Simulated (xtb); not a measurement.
methylsilane (CH₆Si), singlet, at a GFN2-xTB geometry; GFN2-xTB in xtb 6.7.1.

xtb was given this input:
```
$ xtb mol.xyz --gfn 2 --json

# file mol.xyz
8

C     -0.01298196     0.00392095    -1.25022897
Si     0.00669850    -0.00202315     0.64510011
H     -0.01147190    -1.00712268    -1.64830101
H     -0.89650587     0.50641306    -1.63436438
H      0.85673226     0.51618733    -1.65253877
H      0.00413621     1.37681588     1.13946736
H     -1.17977102    -0.70041180     1.14524608
H      1.21099302    -0.68708334     1.12046299
```

Write the output that xtb gives for this input, abridged.


```
   ID    Z sym.   atoms
    1    6 C      1
    2   14 Si     2
    3    1 H      3-8

           -------------------------------------------------
          |                Calculation Setup                |
           -------------------------------------------------

           -------------------------------------------------
          |                 G F N 2 - x T B                 |
           -------------------------------------------------

          ...................................................
          :                      SETUP                      :
          :.................................................:
          :  # basis functions                  20          :
          :  # atomic orbitals                  19          :
          :  # shells                           11          :
          :  # electrons                        14          :
          :  max. iterations                   250          :
          :  Hamiltonian                  GFN2-xTB          :
          :  restarted?                      false          :
          :  GBSA solvation                  false          :
          :  PC potential                    false          :
          :  electronic temp.          300.0000000     K    :
          :  accuracy                    1.0000000          :
          :  -> integral cutoff          0.2500000E+02      :
          :  -> integral neglect         0.1000000E-07      :
          :  -> SCF convergence          0.1000000E-05 Eh   :
          :  -> wf. convergence          0.1000000E-03 e    :
          :  Broyden damping             0.4000000          :
          :  net charge                          0          :
          :  unpaired electrons                  0          :
          ...................................................

 iter      E             dE          RMSdq      gap      omega  full diag
   1     -6.9377247 -0.693772E+01  0.524E+00    7.12       0.0  T
   2     -7.0099514 -0.722268E-01  0.168E+00    6.16       1.0  T
   3     -7.0108743 -0.922902E-03  0.172E+00    6.46       1.0  T
   4     -7.0113098 -0.435432E-03  0.129E+00    6.43       1.0  T
   5     -7.0114181 -0.108304E-03  0.627E-01    6.44       1.0  T
   6     -7.0115395 -0.121424E-03  0.721E-02    6.39       1.0  T
   7     -7.0115388  0.740912E-06  0.298E-02    6.39       1.2  T
   8     -7.0115398 -0.105181E-05  0.927E-03    6.38       3.8  T
   9     -7.0115400 -0.202493E-06  0.154E-03    6.38      23.0  T
  10     -7.0115400 -0.199539E-08  0.167E-04    6.38     211.3  T
  11     -7.0115400 -0.182174E-10  0.441E-05    6.38     801.0  T

   *** convergence criteria satisfied after 11 iterations ***

         :::::::::::::::::::::::::::::::::::::::::::::::::::::
         ::                     SUMMARY                     ::
         :::::::::::::::::::::::::::::::::::::::::::::::::::::
         :: total energy              -6.919628859098 Eh    ::
         :: gradient norm              0.000017329019 Eh/a0 ::
         :: HOMO-LUMO gap              6.384571253070 eV    ::
         ::.................................................::
         :: SCC energy                -7.011539378527 Eh    ::
         :: -> isotropic ES            0.012652493445 Eh    ::
         :: -> anisotropic ES          0.004367923815 Eh    ::
         :: -> anisotropic XC          0.005047652590 Eh    ::
         :: -> dispersion             -0.003078270099 Eh    ::
         :: repulsion energy           0.091910519429 Eh    ::
         :: add. restraining           0.000000000000 Eh    ::
         :: total charge              -0.000000000000 e     ::
         :::::::::::::::::::::::::::::::::::::::::::::::::::::

           -------------------------------------------------
          |                Property Printout                |
           -------------------------------------------------

    * Orbital Energies and Occupations

         #    Occupation            Energy/Eh            Energy/eV
[...]
         1        2.0000           -0.7127831             -19.3958
         2        2.0000           -0.5614613             -15.2781
         3        2.0000           -0.4662813             -12.6882
         4        2.0000           -0.4662813             -12.6882
         5        2.0000           -0.4214814             -11.4691
         6        2.0000           -0.4214814             -11.4691
         7        2.0000           -0.4048475             -11.0165 (HOMO)
         8                         -0.1702188              -4.6319 (LUMO)
         9                         -0.1662138              -4.5229
        10                         -0.1662138              -4.5229
        11                         -0.0711818              -1.9370
        12                         -0.0711818              -1.9370
        13                          0.1839870               5.0065
        14                          0.2278457               6.2000
        15                          0.2278457               6.2000
        16                          0.3238289               8.8118
        17                          0.5788499              15.7513
        18                          0.6979652              18.9926
        19                          0.6979652              18.9926
      -------------------------------------------------------------
                  HL-Gap            0.2346287 Eh            6.3846 eV
             Fermi-level           -0.2875331 Eh           -7.8242 eV

     #   Z          covCN         q      C6AA      α(0)
     1   6 C        3.650    -0.195    24.718     7.141
     2  14 Si       3.629     0.439    99.241    19.112
     3   1 H        0.925     0.022     2.699     2.569
     4   1 H        0.925     0.022     2.699     2.569
     5   1 H        0.925     0.022     2.699     2.569
     6   1 H        0.918    -0.103     5.687     3.730
     7   1 H        0.918    -0.103     5.687     3.730
     8   1 H        0.918    -0.103     5.687     3.730

 Mol. C6AA /au·bohr⁶  :        719.817652
 Mol. C8AA /au·bohr⁸  :      23048.384263
 Mol. α(0) /au        :         45.150284

Wiberg/Mayer (AO) data.
largest (>0.10) Wiberg bond orders for each atom

 ---------------------------------------------------------------------------
     #   Z sym  total        # sym  WBO       # sym  WBO       # sym  WBO
 ---------------------------------------------------------------------------
     1   6 C    3.977 --     4 H    0.991     5 H    0.991     3 H    0.991
                             2 Si   0.926
     2  14 Si   3.648 --     1 C    0.926     8 H    0.900     6 H    0.900
                             7 H    0.900
     3   1 H    1.000 --     1 C    0.991
     4   1 H    1.000 --     1 C    0.991
     5   1 H    1.000 --     1 C    0.991
     6   1 H    0.989 --     2 Si   0.900
     7   1 H    0.989 --     2 Si   0.900
     8   1 H    0.989 --     2 Si   0.900
 ---------------------------------------------------------------------------

Topologies differ in total number of bonds
Writing topology from bond orders to xtbtopo.mol

molecular dipole:
                 x           y           z       tot (Debye)
 q only:        0.001      -0.000       0.123
   full:       -0.002       0.001      -0.163       0.414
molecular quadrupole (traceless):
                xx          xy          yy          xz          yz          zz
 q only:        0.144       0.000       0.144      -0.004       0.001      -0.287
  q+dip:        0.452       0.000       0.452      -0.014       0.004      -0.905
   full:        0.118       0.000       0.118      -0.004       0.001      -0.235

           -------------------------------------------------
          | TOTAL ENERGY               -6.919628859098 Eh   |
          | GRADIENT NORM               0.000017329019 Eh/α |
          | HOMO-LUMO GAP               6.384571253070 eV   |
           -------------------------------------------------

normal termination of xtb
```
